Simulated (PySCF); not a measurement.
Compound: C₄H₆F₂O.
Atom-mapped SMILES: `[F:1][CH:2]([F:3])[CH:4]1[CH2:5][O:6][CH2:7]1` (hydrogens: H8 on C2; H9 on C4; H10, H11 on C5; H12, H13 on C7)

Structure used (PBE0-D3(BJ)/def2-SVP), in Å, numbered top down from 1:
```
atom  x, y, z in Å
F1     2.1942    0.9808   -0.0412
C2     1.4260   -0.1044    0.2048
F3     2.0776   -1.1916   -0.2668
C4     0.1014    0.0408   -0.4859
C5    -0.9834   -0.9473   -0.0436
O6    -1.7369    0.0878    0.5811
C7    -0.8384    1.0900    0.1184
H8     1.3229   -0.2119    1.3009
H9     0.2841    0.1157   -1.5676
H10   -1.5322   -1.4334   -0.8688
H11   -0.6604   -1.7290    0.6675
H12   -0.4151    1.6984    0.9378
H13   -1.3023    1.7702   -0.6168
```

Computed with core-valence-separated Tamm–Dancoff BHandHLYP/aug-pcX-1 (pcseg-1 on H) in PySCF, non-relativistic, gas phase, PBE0-D3(BJ)/def2-SVP geometry. BHandHLYP without relativity tends to put these K edges a few eV too low, so spacings mean more than positions.

The lowest roots of each edge with f over 0.003 (five at most, numbered afresh; weaker and dark ones are left out), with transition dipoles (au) in the frame of the coordinates:

```csv
root,edge,E (eV),f,μx,μy,μz
1,C,286.21,0.0229,0.0023,0.0039,-0.0570
2,C,286.61,0.0174,0.0226,0.0436,-0.0082
3,C,286.62,0.0665,-0.0817,0.0122,0.0514
4,C,286.70,0.0277,0.0007,0.0626,0.0050
5,C,286.80,0.0112,0.0399,0.0030,-0.0020
6,O,532.99,0.0114,-0.0241,0.0019,0.0169
7,O,533.58,0.0391,0.0041,0.0544,0.0041
8,O,534.08,0.0051,0.0136,0.0009,-0.0142
9,O,535.03,0.0157,-0.0026,-0.0344,-0.0028
10,O,535.17,0.0056,0.0204,-0.0012,-0.0034
11,F,686.50,0.0225,0.0202,-0.0265,-0.0151
12,F,686.52,0.0222,0.0249,0.0243,-0.0107
13,F,687.33,0.0146,-0.0134,0.0230,0.0126
14,F,687.33,0.0150,-0.0206,-0.0183,0.0115
15,F,687.67,0.0044,0.0075,0.0131,0.0054
```

Q: Molecules are fixed in this frame and the field points along y. What effective strengths 3 f cos²θ do the roots have (θ between field and μ)?

A: root 1 (C4): 0.000, root 2 (C5 + C7): 0.040, root 3 (C5 + C7): 0.003, root 4 (C4): 0.083, root 5 (C4): 0.000, root 6 (O6): 0.000, root 7 (O6): 0.116, root 8 (O6): 0.000, root 9 (O6): 0.047, root 10 (O6): 0.000, root 11 (F1/F3): 0.035, root 12 (F1/F3): 0.030, root 13 (F1/F3): 0.027, root 14 (F1/F3): 0.017, root 15 (F1/F3): 0.009. Root 7 is the strongest. Averaged over all orientations cos²θ is 1/3, which gives f back.

Cost: about 70 s of CPU time on one thread; the machine was shared, so the figure is rough.

One conformer stands for the species.
